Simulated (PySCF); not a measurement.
Vertical excitations of a molecule C₃H₉NSi from PySCF 2.14.0 with TDDFT-PBE/def2-SVPD, as energy in eV (oscillator strength): 5.61 (0.025), 5.99 (0.014), 6.38 (0.004), 6.47 (0.003), 6.54 (0.074), 6.84 (0.004), 7.07 (0.006), 7.14 (0.006), 7.16 (0.009), 7.37 (0.038). Lowest triplet (TDA): 5.36 eV. Coordinates come from a PBE0-D3(BJ)/def2-SVP optimisation. One conformer was computed; it need not be the lowest.

Task: Identify the compound among the candidates.
A. N[SiH]1CCC1
B. C=C[SiH2]CN
C. C/N=C/C[SiH3]
D. C/N=C/[SiH2]C

Result: A, N[SiH]1CCC1
